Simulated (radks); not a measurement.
All-electron atom: Zr29+ in [He] 2s2 2p5.75 3s1.25 (fractional occupations, a model configuration). Method: scalar-relativistic Kohn-Sham, LDA (Slater exchange, Perdew-Wang correlation), spin-unpolarised, spherical densities, point nucleus; computed with a radial shooting solver on a logarithmic mesh with Libxc functionals. Some entries of the table are withheld. Estimate them.

orbital,occ.,eigenvalue (Ry),<1/r> (bohr^-1)
1s,2,-1422.628,41.23
2s,2,-288.1851,9.433
2p,5.75,-270.1654,(1)
3s,1.25,-114.7728,3.831
3p,0,-109.1095,3.726
3d,0,-101.9994,(2)
4s,0,-61.06288,2.069
4f,0,-54.59485,1.898

Answer. 
(1) 2p <1/r> (bohr^-1): 9.181
(2) 3d <1/r> (bohr^-1): 3.563
